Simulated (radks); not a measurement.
Results of a calculation; reference values are marked as such.
Q: The table gives one normalised radial function P(r) = r R(r) (large component) of Zn in [Ar] 3d10 4s1 4d1 (r in bohr). Level of theory: Dirac Kohn-Sham, B86b exchange with PBE correlation, spin-unpolarised, spherical densities, finite nucleus; open shells fill j = l - 1/2 first; Fermi nuclear charge, rms radius 3.9283 fm (a radial shooting solver on a logarithmic mesh with Libxc functionals).

r,P
0.001668,0.0000
0.001957,0.0000
0.002278,0.0000
0.002673,0.0000
0.003112,0.0000
0.003652,0.0000
0.004286,0.0000
0.00499,0.0000
0.005855,0.0001
0.006817,0.0001
0.007999,0.0001
0.009387,0.0002
0.01093,0.0004
0.01282,0.0006
0.01493,0.0009
0.01752,0.0014
0.02056,0.0022
0.02394,0.0033
0.02809,0.0051
0.0327,0.0078
0.03837,0.0119
0.04503,0.0180
0.05242,0.0266
0.06152,0.0396
0.07162,0.0571
0.08405,0.0828
0.09863,0.1182
0.1148,0.1630
0.1347,0.2241
0.1569,0.2970
0.1841,0.3898
0.216,0.4976
0.2515,0.6100
0.2951,0.7319
0.3463,0.8474
0.4032,0.9407
0.4731,1.0093
0.5508,1.0374
0.6464,1.0238
0.7585,0.9685
0.883,0.8849
1.036,0.7747
1.206,0.6591
1.416,0.5355
1.661,0.4178
1.934,0.3165
2.27,0.2246
2.642,0.1531
3.101,0.0952
3.639,0.0543
4.236,0.0289
4.971,0.0132
5.787,0.0056
6.791,0.0019
7.969,0.0006
9.278,0.0001
10.89,0.0000
12.67,0.0000
14.87,0.0000
17.45,0.0000
20.32,0.0000
23.85,0.0000
27.76,0.0000
32.58,0.0000

Which n and l does it have? It may be an empty orbital.

A: n = 3, l = 2: the number of nodes gives n - l - 1 = 0, the rise at small r points to l (this Dirac orbital starts outside the nucleus as r^gamma with gamma = sqrt((l + 1)^2 - (Z/c)^2) = 2.99; the j = 5/2 orbital of l + 1 starts with the same power, but with a smaller coefficient, and then steepens), and the extent must fit the shell. The curve is that of 3d5/2; the two j differ most near the nucleus, where j = l - 1/2 has the larger amplitude, and in heavy atoms j = l - 1/2 is also the more compact. 3d5/2: eigenvalue -16.459 eV, 0 radial nodes, <r> = 0.900 bohr, 90 % of the charge inside 1.58 bohr.
